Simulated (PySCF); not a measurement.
## Correlation energy of Ir (iridium, neutral)

[Xe] 4f14 5d8 6s1, high-spin 4F determinant (an excited configuration). All numbers are calculated (PySCF 2.14, scalar relativity through the core potential, in def2-TZVPPD with the def2 core potential (60 electrons) (6s5p3d2f1g, 59 functions)). Frozen: nothing; 17 electrons correlated.

```csv
level,correlation energy (mhartree)
CCSD,-457.09
(T),-15.42
CCSD(T),-472.51
```

Diagnostics: T1 = 0.012, D1 = 0.0486, largest double amplitude 0.020.

**Question.** Is a single reference adequate?

**Answer.** Yes, within this model without spin-orbit coupling: T1 lies below 0.03 and no double amplitude reaches 0.07.

The basis has no tight functions for the innermost shells, so their pair energies are far from complete.

This basis was not built for core-valence correlation, so the inner-shell part is incomplete.
